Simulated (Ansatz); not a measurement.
The cluster Ge₅Se. Charge 0, multiplicity 1. Geometry r2SCAN-D4/def2-SVP; atoms count from 1.

Cartesian coordinates in Å:
```
Ge -1.017 0.638 -0.978
Ge 1.308 -0.662 -0.529
Ge 1.667 1.645 -0.375
Ge -0.717 -2.064 -0.811
Ge 0.087 1.278 1.497
Se -1.328 -0.834 1.196
```

Another isomer (singlet) lies 0.04 eV lower at PBE0-D4/def2-TZVP; other spin states weren't run for this one.

Estimate the Mulliken populations from the PBE0/def2-TZVP orbitals of Ansatz.


| atom | charge (e) |
| --- | --- |
| Ge1 | 0.02 |
| Ge2 | 0.06 |
| Ge3 | -0.06 |
| Ge4 | 0.09 |
| Ge5 | 0.10 |
| Se6 | -0.21 |
Mulliken values and Mayer orders depend strongly on the basis.

And the Mayer bond orders between bonded heavy atoms (over 0.3)?

Ge1–Ge2 0.57 (2.70 Å); Ge1–Ge4 0.55 (2.72 Å); Ge1–Ge5 0.46 (2.79 Å); Ge1–Se6 0.62 (2.64 Å); Ge2–Ge3 1.13 (2.34 Å); Ge2–Ge4 0.81 (2.48 Å); Ge3–Ge5 0.92 (2.48 Å); Ge4–Se6 0.94 (2.43 Å); Ge5–Se6 0.74 (2.56 Å). Values over 0.3 also appear between atoms too far apart for a bond (Ge1–Ge3 0.45 at 2.93 Å; Ge2–Ge5 0.42 at 3.06 Å); they arise where an orbital or an unpaired electron spreads over both atoms.
